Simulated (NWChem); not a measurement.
System: CH8Si2; SMILES C[SiH2][SiH3]

```xyz
11

Si     0.1984    -1.5725     0.0000
Si    -0.6274     0.6271     0.0000
C      0.7730     1.8908     0.0000
H     -0.9200    -2.5662     0.0191
H      1.0291    -1.8201    -1.2212
H      1.0598    -1.8082     1.2021
H     -1.4938     0.8124     1.2082
H     -1.4938     0.8122    -1.2084
H      1.4102     1.7701    -0.8892
H      1.4054     1.7748     0.8933
H      0.3701     2.9154    -0.0039
```
Atoms are numbered in this order, from 1.

All runs: NWChem. Medium grid unless said otherwise, to which SCAN and Minnesota functionals are sensitive. The geometry was optimised at PBE0/def2-SVP. Total energies of different functionals are on different scales.

| level | energy (Ha) | highest occupied level (eV) | orbital gap (eV) | dipole (D) |
|---|---|---|---|---|
| B3LYP/def2-SVP | -621.7317 | -7.83 | 8.13 | 0.91 |
| PBE/def2-SVP | -621.3072 | -6.90 | 6.54 | 0.96 |
| PW6B95/def2-SVP | -622.2560 | -8.10 | 8.59 | 0.90 |
| LC-BLYP (range parameter 0.33 per bohr)/def2-SVP | -621.0967 | -10.19 | 12.63 | 0.86 |
| B97-D/def2-SVP | -621.6483 | -6.89 | 6.66 | 0.94 |
| M06-2X/def2-SVP | -621.6101 | [?] | [?] | 0.86 |
| TPSS/def2-SVP | -621.7537 | -7.10 | 6.92 | 0.93 |

Problem. Some entries are withheld; supply them.

Solution. 
- M06-2X/def2-SVP, highest occupied level (eV): -9.07
- M06-2X/def2-SVP, orbital gap (eV): 10.31
